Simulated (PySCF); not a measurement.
Compound: isocyanopentafluorobenzene, C₇F₅N.
Bonds: C1–N2 (triple), N2–C3, C3–C4 (aromatic), C4–F5, C4–C6 (aromatic), C6–F7, C6–C8 (aromatic), C8–F9, C8–C10 (aromatic), C10–F11, C10–C12 (aromatic), C12–F13, C3–C12 (aromatic).

The closed-shell ground state was solved at several levels (PySCF, density fitting, gas phase, non-relativistic). Isolated species at its PBE0-D3(BJ)/def2-SVP geometry, gas phase.

```tsv
level	basis functions	HOMO (eV)	LUMO (eV)	gap (eV)	dipole (D)
PBE0/pcSseg-1	221	-8.21	-2.12	6.09	2.03
wB97X-D/def2-SVPD	275	-10.02	-0.51	9.51	2.07
B3LYP/pcJ-1	351	-7.99	-2.30	5.69	2.01
```

Q: Estimate the row for PBE/pcSseg-2, a basis of 468 functions; the other rows only guide the guess.

A: HOMO -6.95 eV, LUMO -2.88 eV, gap 4.07 eV, dipole 2.57 D.

Q: Over all these levels, which gives the widest orbital gap and which the narrowest?

A: wB97X-D/def2-SVPD (range-separated hybrid) has the widest, 9.51 eV, and PBE/pcSseg-2 (GGA) the narrowest, 4.07 eV. Functional and basis both differ between the two, so the spread mixes both effects.

Q: How far do the dipole and the HOMO energy spread over the levels?

A: The dipole runs from 2.01 to 2.57 D (mean 2.17 D) and the HOMO from -10.02 to -6.95 eV.
